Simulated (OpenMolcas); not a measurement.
**Pt⁶⁺: effect of the active space**

```json
{
 "Program": "OpenMolcas",
 "Method": "MS-CASPT2 or its RAS form, IPEA 0.25 Eh, imaginary shift 0.1 Eh",
 "Basis": "ANO-RCC-VQZP",
 "Scalar Hamiltonian": "DKH2, point nucleus",
 "Spin-orbit coupling": "RASSI with atomic mean-field integrals over the reference wave functions, term energies averaged over their components"
}
```

A. 4 electrons in 5 orbitals (5d); 2S+1 = 5 even, 5 roots; 2S+1 = 3 even, 45 roots; 2S+1 = 1 even, 50 roots; closed shells correlated: 5s 5p; CASPT2 step roughly 2.2 core-minutes
B. 10 electrons in 8 orbitals (RAS1 5p, at most 2 holes; RAS2 5d); 2S+1 = 5 even, 5 roots; 2S+1 = 3 even, 45 roots; 2S+1 = 1 even, 50 roots; closed shells correlated: 5s; CASPT2 step of the order of 100 core-seconds
C. 4 electrons in 10 orbitals (5d 6d); 2S+1 = 5 even, 5 roots; 2S+1 = 3 even, 45 roots; 2S+1 = 1 even, 50 roots; closed shells correlated: 5s 5p; CASPT2 step about 19 core-minutes

Energies in cm⁻¹ above 5d⁴ ⁵D₀.

| Level | A | B | C |
| --- | --- | --- | --- |
| 5d⁴ ⁵D₀ [56 %] | 0.0 | 0.0 | 0.0 |
| 5d⁴ ⁵D₁ | 7410 | 7510 | 7440 |
| 5d⁴ ⁵D₂ | 13180 | 13350 | 13210 |
| 5d⁴ ⁵D₃ | 17200 | 17420 | 17250 |
| 5d⁴ ⁵D₄ [52 %] | 19120 | 19340 | 19190 |
| 5d⁴ ³H₄ [52 %] | 28600 | 28830 | 28550 |
| 5d⁴ ³G₃ [62 %] | 33060 | 33360 | 32960 |
| 5d⁴ ³F₂(1) [58 %] | 33830 | 34230 | 33750 |
| 5d⁴ ³H₅ [75 %] | 35420 | 35710 | 35430 |
| 5d⁴ ³P₁(1) [70 %] | 35500 | 36020 | 35380 |
| 5d⁴ ³H₆ [68 %] | 38440 | 38600 | 38510 |
| 5d⁴ ³G₄ [64 %] | 41730 | 42130 | 41720 |
| 5d⁴ ³G₅ [75 %] | 52320 | 52980 | 52480 |
| 5d⁴ ³D₁ | 53750 | 54470 | 53660 |
| 5d⁴ ¹I₆ [68 %] | 54760 | 55090 | 54950 |
| 5d⁴ ¹S₀(1) [69 %] | 61170 | 62030 | 61270 |
| 5d⁴ ¹F₃ [57 %] | 63900 | 64510 | 63960 |
| 5d⁴ ³F₃(2) | 75830 | 76240 | 75800 |
| 5d⁴ ³P₁(2) | 76240 | 76880 | 76160 |
| 5d⁴ ³P₀(2) | 80220 | 80900 | 80110 |
| 5d⁴ ¹G₄(2) [69 %] | 80680 | 80940 | 80700 |
| 5d⁴ ¹D₂(2) | 96800 | 97180 | 96890 |
| 5d⁴ ¹S₀(2) | 120710 | 120920 | 120810 |

Among A to C the level of the table that moves most is 5d⁴ ¹S₀(1) [69 %], by 860 cm-1 (lowest in A, highest in B). Moves below CASPT2's spread within the term are not significant.

CASPT2 breaks the degeneracy within a term, and the mean is taken; among the terms shown or strongly mixed into the levels shown the widest spread is 1500 cm-1 (5d⁴ ¹I, B). The CASPT2 spread within a term exceeds the gap to the next term for 5d⁴ ¹I and 5d⁴ ³D, so the order of their levels is uncertain (figures for A; the like holds for B, C). Active for correlation alone: 5p; no level in the range computed is led by a configuration that opens it, so any true level of that kind is missing (holds for B). Active for correlation alone: 6d; no level in the range computed is led by a configuration that fills it, so any true level of that kind is missing (holds for C). Only configurations of the active space appear. Levels that lie high or do not pair safely by name in every column are left out.

A share in square brackets marks a mixed level and gives the weight of the term that names it, the lowest over the columns. A number in round brackets counts repeated terms of one configuration in the order of the reference energies.
